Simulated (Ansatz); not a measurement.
`C#C[Si](Cl)(C#C)C#C` + `C#C` → `C#C[Si](C#C)(C#C)C#C` + HCl  (formal exchange of groups at the Si–Cl bond)

Program: Ansatz. Geometries: PBE0-D4/def2-TZVP. ΔE: electronic, gas phase. CCSD(T)/CBS is the MP2 limit (def2-TZVPP, def2-QZVPP) plus CCSD(T) − MP2 in def2-TZVPP, frozen cores. This one scheme is used for every species. Functionals use def2-TZVPP.

```tsv
species	RPA@PBE/def2-TZVPP energy (Eh)
`C#C[Si](Cl)(C#C)C#C`	-979.20999
`C#C`	-77.33737
`C#C[Si](C#C)(C#C)C#C`	-596.09456
HCl	-460.43307
```

Question: Work out ΔE.

Answer: ΔE = (-596.09456) + (-460.43307) − (-979.20999) − (-77.33737) = 0.01973 Eh = +51.8 kJ/mol. CCSD(T)/CBS gives +60.0 kJ/mol.

Largest T1 diagnostic among the species: 0.014.

From BLYP to BHLYP (50 % exact exchange), in def2-TZVPP and without D4, ΔE moves by +3.7 kJ/mol. In def2-TZVPP, CCSD(T) changes the Hartree–Fock value by −8.1 kJ/mol (the triples alone add −1.0 kJ/mol) and MP2 by −6.6 kJ/mol.
